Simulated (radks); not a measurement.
Spherical jellium clusters: N electrons in a uniform positive sphere of charge N and radius rs N^(1/3), rs = 5.1 bohr. Calculated with a radial shooting solver with Libxc functionals: non-relativistic Kohn-Sham, PBEsol, spin-polarised, spherical densities. Levels are named by radial order and angular momentum (1s, 1p, 1d, 2s, ...), and open shells are averaged over m.

N = 2, configuration 1s2. This is the lowest configuration that the search found. Occupied and some empty levels:

| level | occupation | eigenvalue (eV) | <r> (bohr) |
|---|---|---|---|
| 1s | 2 | -2.6150 | 4.951 |
| 1p | 0 | -1.2040 | 6.773 |

Energy (eV): total -3.30015, kinetic 2.1479, external -19.919, Hartree 9.9059, exchange-correlation -5.5983, background 10.164.
